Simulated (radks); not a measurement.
Question: Neutral cobalt: order these configurations by energy. Method: scalar-relativistic Kohn-Sham, PBEsol, spin-polarised, spherical densities, finite nucleus; Fermi nuclear charge, rms radius of each element as measured or else 0.836 A^(1/3) + 0.57 fm; computed with a radial shooting solver on a logarithmic mesh with Libxc functionals. Open shells are filled with parallel spins first. [Ar] 3d6 4s2 4p1; [Ar] 3d7 4s1 4p1; [Ar] 3d7 4s2; [Ar] 3d8 4p1; [Ar] 3d8 4s1; [Ar] 3d9.

Answer: From the lowest, in eV above it: [Ar] 3d8 4s1 0.000; [Ar] 3d7 4s2 0.377; [Ar] 3d9 2.177; [Ar] 3d7 4s1 4p1 3.520; [Ar] 3d8 4p1 3.930; [Ar] 3d6 4s2 4p1 7.627.
